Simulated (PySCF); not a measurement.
Compound: C₂H₁₀NSSi₂ (doublet state).
Cartesian coordinates in Å at the GFN2-xTB level; atoms count from 1:
```
atom  x, y, z in Å
C1    -3.6064   -0.3169    0.3457
N2    -2.2993    0.0450    0.1787
Si3   -0.9230   -0.8916    0.6450
C4     0.5656    0.1886    0.1720
S5     2.0629   -0.7996    0.5119
Si6    3.5688    0.6680    0.1244
H7    -4.3908    0.3072   -0.0263
H8    -3.8102   -1.2700    0.7815
H9    -2.1847    0.9516   -0.2490
H10   -0.9062   -1.1401    2.0931
H11   -0.8802   -2.1670   -0.0803
H12    0.5831    0.4576   -0.8818
H13    0.6289    1.0979    0.7654
H14    4.8152   -0.0434    0.3291
H15    3.3944    1.1474   -1.2438
H16    3.3742    1.7742    1.0579
```

The hyperfine couplings belong to this conformer and change with its torsions.

Identity: `[CH2]N[SiH2]CS[SiH3]` [radical].

Computed with UKS B3LYP, pcH-1 on C H N S Si, non-relativistic, mean-field spin-orbit, GIAO in PySCF 2.14.0. The structure is a single GFN2-xTB conformer in the gas phase; no vibrational or solvent corrections. A GFN2-xTB geometry isn't a minimum of the functional, and hyperfine couplings can be far from their values at a DFT geometry. No stability test was run, so a lower SCF solution isn't excluded.

Problem. The isotropic 13C couplings are +71.0, -1.6 MHz. Assign them to C1; C4.

Solution. 
```csv
site,a_iso (MHz),ρ(0) (bohr⁻³),position,distance from C1 (Å),spin population,largest |T| (MHz)
C1,+71.0,+0.0632,largest spin population,0.00,+0.90,141.3
C4,-1.6,-0.0014,3 bonds from C1,4.21,0.00,0.5
```

ρ(0) is the spin density at the nucleus and T the dipolar tensor; a_iso includes a spin–orbit part; entries for several nuclei are means. The largest Mulliken spin populations are on C1 (+0.90) and N2 (+0.15). The angles at C1 add up to 359.8°, so it is planar; its axial dipolar tensor and the negative couplings of its protons fit spin in a p orbital normal to that plane.

The spin density at the nucleus, in bohr⁻³, is negative for H7 (-0.0129), H8 (-0.0127) and Si3 (-0.0088), for instance. A restricted open-shell determinant has no negative spin density anywhere; here it arises because α and β orbitals differ (spin polarisation).

Class means assume fast exchange of nuclei equivalent by connectivity; if that motion is slow, each nucleus keeps its own coupling. H7 and H8 aren't averaged: C1 is flat or nearly so (angle sum 360°), and its turn about the short C1–N2 bond (1.37 Å) is taken as slow.
